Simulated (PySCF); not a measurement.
H₄MoN₂O₂, SMILES [OH][Mo]([OH])(=[NH])=[NH], multiplicity 1. Heavy atoms are numbered as in [Mo:1](=[NH:2])(=[NH:4])([OH:6])[OH:8]. Hydrogens are named by the atom that carries them.

The structure is a stationary point at B3LYP-D3(BJ)/def2-SVP. The spin state was assumed, not searched. The def2 effective core potentials stand for the cores of Mo; spin–orbit coupling is left out. One conformer was computed; it need not be the lowest.

Computed with CAM-B3LYP/def2-TZVP (PySCF).

ESP charges are fitted to the potential on shells at 1.4 to 2.0 van der Waals radii. Atomic charges (e), one atom of each kind:

```tsv
atom	ESP fit	Löwdin	Mulliken
Mo1	1.32	0.76	1.74
N2 (NH)	-0.79	-0.37	-0.71
H on N2	0.40	0.15	0.24
O6 (OH)	-0.68	-0.34	-0.74
H on O6	0.42	0.17	0.34
```
